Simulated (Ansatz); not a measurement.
The cluster Te2Pd⁻. The state is a quartet with charge -1. Geometry PBE-D4/def2-TZVPD; atoms count from 1.

```xyz
3

Pd    0.566    1.041   -0.480
Te    0.222   -1.420   -1.117
Te   -0.788    0.379    1.596
```

In the def2 sets Pd, Te take a core potential; there is no spin–orbit coupling. At PBE0-D4/def2-TZVPD a doublet of charge -1 lies 0.84 eV below the quartet, each at its own geometry. Another isomer (doublet) lies 0.17 eV lower at PBE0-D4/def2-TZVPD.

(1) Estimate the Mulliken populations from the PBE0/def2-TZVPD orbitals of Ansatz.

(2) Where does the spin sit?

(3) And the Mayer bond orders between bonded heavy atoms (over 0.3)?

Results:

(1) 
```tsv
atom	charge (e)	spin (α − β)	d electrons
Pd1	-0.31	0.48	9.26
Te2	-0.33	1.25	–
Te3	-0.35	1.27	–
```
Mulliken values and Mayer orders depend strongly on the basis. With diffuse functions, as here, like atoms can get unlike values, and bond orders can come out too low or too high.

(2) Summed by element: Pd 0.48, Te 2.52, of 3 unpaired in all. Largest on single atoms: Te3 1.27, Te2 1.25, Pd1 0.48.

(3) Pd1–Te2 1.07 (2.57 Å); Pd1–Te3 1.12 (2.57 Å). Values over 0.3 also appear between atoms too far apart for a bond (Te2–Te3 0.66 at 3.41 Å); they arise where an orbital or an unpaired electron spreads over both atoms.
